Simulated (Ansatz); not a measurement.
Potential energy curve for OH (cation, charge +1), triplet.

Levels: UCCSD = CCSD on UHF/cc-pVTZ, frozen core run with Ansatz (an electronic-structure program); UMP2 = MP2 on UHF/cc-pVTZ, frozen core (Ansatz); ROCCSD = CCSD on ROHF/cc-pVTZ, frozen core run with Ansatz.

Total energies in hartree (comparable only within one method and basis):

```tsv
R / Å	UCCSD	UMP2	ROCCSD
0.79	-75.10030	-75.08333	-75.10009
0.82	-75.11985	-75.10275	-75.11964
0.87	-75.14276	-75.12541	-75.14255
0.94	-75.16006	-75.14235	-75.15984
0.96	-75.16268	-75.14486	-75.16246
0.99	-75.16514	-75.14715	-75.16492
1.04	-75.16606	-75.14778	-75.16584
1.06	-75.16555	-75.14714	-75.16532
1.11	-75.16259	-75.14384	-75.16236
1.15	-75.15891	-75.13986	-75.15866
1.21	-75.15187	-75.13232	-75.15160
1.28	-75.14225	-75.12197	-75.14196
1.37	-75.12890	-75.10719	-75.12855
1.54	-75.10371	-75.07725	-75.10320
1.74	—	-75.04533	-75.07638
1.87	—	-75.02879	-75.06125
2.08	—	-75.00806	-75.04065
2.29	—	-74.99327	-75.02435
2.54	—	-74.98181	-75.00969
2.82	—	-74.97462	-74.99817
3.11	—	-74.97098	-74.99036
3.57	—	-74.96883	—
4.17	—	-74.96815	—
```

A dash means that the run gave no value there, or that the column was ended at a point which the program doubted or which failed a test of continuity chosen for this set; such a test can also cut sound points.

The unrestricted determinant behind UCCSD, UMP2 is spin-contaminated at 1.54 to 4.17 Å (<S²> up to 3.0, against 2.00 for a pure triplet). The T1 diagnostic of CCSD on the restricted reference of ROCCSD exceeds 0.045 at 1.74 to 4.17 Å.
